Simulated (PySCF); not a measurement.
## Exercise with solution: chemical shift, span and skew from a shielding tensor

2,2-dichloropropane (C3H6Cl2), SMILES CC(C)(Cl)Cl. Atoms are numbered in the order given.

```xyz
11

C      0.0000    -1.2690     1.1653
C      0.0000     0.0000     0.3420
C      0.0000     1.2690     1.1653
Cl    -1.4598     0.0000    -0.7137
Cl     1.4598     0.0000    -0.7137
H      0.8965    -1.2965     1.8020
H      0.0000    -2.1505     0.5113
H     -0.8965    -1.2965     1.8020
H      0.8965     1.2965     1.8020
H      0.0000     2.1505     0.5113
H     -0.8965     1.2965     1.8020
```

Geometry optimised at PBE0-D3(BJ)/def2-SVP.

GIAO shieldings from PBE0/pcSseg-1 (PySCF), non-relativistic, no solvent. The symmetric part of the tensor of C1 has the principal values 120.3, 132.1, 177.7 ppm. The same nucleus in TMS has σ = 186.3 ppm at this level (PySCF, at its B3LYP-D3(BJ)/def2-TZVP geometry). Without spin–orbit terms, shifts of atoms bonded to Cl or Br come out too high.

Question: Work out the isotropic shielding, the ¹³C shift against TMS, the span and the skew.

Answer: 
σ(iso) = (σ11 + σ22 + σ33)/3 = 143.4 ppm. δ = σ(ref) − σ(iso) = 186.3 − (143.4) = 42.9 ppm.
Span Ω = σ33 − σ11 = 57.4 ppm. Skew κ = 3(σ(iso) − σ22)/Ω = 0.59. Tumbling in solution averages the tensor to δ; in a static solid the shielding alone would spread this spin-1/2 line over Ω.
